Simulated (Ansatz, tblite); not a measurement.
Removing an electron: Cd₂O₂⁻ (the lowest doublet isomer of a short search). Charge -1, multiplicity 2. Geometry: PBE0-D4/def2-TZVPD. Ansatz, gas phase; energy differences of separate SCF runs; the oxidised species is a triplet (the singlet lies 1.61 eV higher at PBE0-D4/def2-TZVPD).

```xyz
4

Cd    0.972   -0.372   -2.573
Cd   -0.339    0.125    0.825
O     1.080   -0.257   -0.423
O    -1.713    0.503    2.170
```

In the def2 sets Cd takes a core potential; there is no spin–orbit coupling. The xTB rows come from tblite. The structure comes from a short search, and lower isomers may exist.

```csv
level,−HOMO (eV),vertical IE (eV),−LUMO (eV),HOMO–LUMO gap (eV)
GFN1-xTB,–,8.63,–,–
GFN2-xTB,–,7.61,–,–
r2SCAN-D4/def2-TZVPD,0.46,2.43,0.03,0.43
```

(1) Estimate the rows for PBE-D4/def2-TZVPD, PBE0-D4/def2-TZVPD.

Answers

(1) 
| level | −HOMO (eV) | vertical IE (eV) | −LUMO (eV) | HOMO–LUMO gap (eV) |
| --- | --- | --- | --- | --- |
| PBE-D4/def2-TZVPD | 0.50 | 2.76 | 0.17 | 0.34 |
| PBE0-D4/def2-TZVPD | 0.67 | 2.17 | -0.54 | 1.22 |

  HOMO and LUMO are the levels of the spin that leaves or enters (xTB has no such levels and no spin-polarisation term). Other spin states of the ions may lie lower, which would lower the ionisation energy or raise the affinity. Raw xTB energy differences between charge states are shifted by several eV; the methods need an empirical correction for them.
